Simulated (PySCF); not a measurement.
Species: C5H3F3S.
Geometry (PBE0-D3(BJ)/def2-SVP, Å), atoms numbered from 1 in this order:
```
atom  x, y, z in Å
F1    -2.2661    1.1629    1.1993
C2    -1.9330    0.2690    0.2627
F3    -2.5786    0.6243   -0.8535
F4    -2.4100   -0.9184    0.6400
C5    -0.4558    0.2015    0.0615
C6     0.3163   -0.9313    0.0263
C7     1.6862   -0.6388   -0.2090
C8     1.9154    0.7056   -0.3459
S9     0.4784    1.6261   -0.1922
H10   -0.0942   -1.9310    0.1687
H11    2.4720   -1.3923   -0.2707
H12    2.8635    1.2110   -0.5264
```

Computed, not measured: PySCF, PBE0-D3(BJ)/def2-SVP geometry optimisation, gas phase.

Take the most abundant isotopes and a rigid rotor. 

(1) Give the principal moments of inertia and the rotational constants in cm⁻¹.

(2) What kind of rotor is it?

(3) What does the inertial defect say?

(4) Give the other two planar moments, Paa and Pbb, and the rms extents of the mass along the axes.

(5) Which types of transition are allowed, and where do some lines up to J = 4 fall?

Results:

(1) Ia = 181.26, Ib = 471.97, Ic = 565.86 u·Å²; 505379 MHz·u·Å²/I gives 2788, 1071 and 893.1 MHz, that is A = 0.09300, B = 0.03572, C = 0.02979 cm⁻¹.

(2) An asymmetric top; Ray's κ = -0.812.

(3) Not planar: Δ = Ic − Ia − Ib = -87.37 u·Å². For a rigid frame Δ = −2 Σ m c², so Σ m c² = 43.68 u·Å² lies off the ab plane: 0.00 from hydrogen and 43.68 from heavier atoms. The atom farthest from that plane is 1.17 Å away.

(4) Paa = Σ m a² = (Ib + Ic − Ia)/2 = 428.28 and Pbb = Σ m b² = (Ia + Ic − Ib)/2 = 137.58 u·Å². With the mass M = 151.99 u, the rms extents √(P/M) along a, b and c are 1.68, 0.95, 0.54 Å.

(5) The dipole components are |μa| = 2.65 D, |μb| = 0.75 D, |μc| = 0.02 D. The squared components, which scale the intensities, stand as 1.00 : 0.08 : 0.00 (a : b : c). Some lines, for components of 0.1 D or more:

```
type  branch         J(Ka,Kc)    MHz  lower level (cm⁻¹)
   a       Q  3(1,2) ← 3(1,3)   1065               0.435
   b       Q  1(1,0) ← 1(0,1)   1895               0.066
   b       Q  2(1,1) ← 2(0,2)   2086               0.196
   b       R  4(1,3) ← 3(2,2)   3289               0.634
   a       R  2(0,2) ← 1(0,1)   3915               0.066
   a       R  2(1,1) ← 1(1,0)   4106               0.129
   b       Q  4(2,2) ← 4(1,3)   4748               0.744
   b       Q  3(2,1) ← 3(1,2)   4959               0.471
   b       Q  2(2,0) ← 2(1,1)   5165               0.266
   b       R  2(1,2) ← 1(0,1)   5467               0.066
   a       R  3(1,3) ← 2(1,2)   5617               0.248
   a       R  3(1,2) ← 2(1,1)   6150               0.266
   b       Q  4(2,3) ← 4(1,4)   6329               0.685
   b       R  4(0,4) ← 3(1,3)   6399               0.435
   b       R  3(1,3) ← 2(0,2)   7170               0.196
   a       R  4(1,4) ← 3(1,3)   7476               0.435
   a       R  4(0,4) ← 3(0,3)   7729               0.391
   a       R  4(2,3) ← 3(2,2)   7845               0.634
   a       R  4(3,2) ← 3(3,1)   7880               0.936
   a       R  4(3,1) ← 3(3,0)   7884               0.936
   a       R  4(2,2) ← 3(2,1)   7972               0.636
   b       R  4(1,4) ← 3(0,3)   8806               0.391
   b       Q  4(3,2) ← 4(2,3)   9073               0.896
   b       R  2(2,1) ← 1(1,0)   9257               0.129
   b       R  2(2,0) ← 1(1,1)   9448               0.123
   b       R  4(2,2) ← 3(1,3)  13997               0.435
   b       R  3(3,1) ← 2(2,0)  14917               0.438
```

Stationary, but not proved a minimum. Constants of a rigid frame at the computed geometry: no zero-point averaging, no centrifugal distortion.
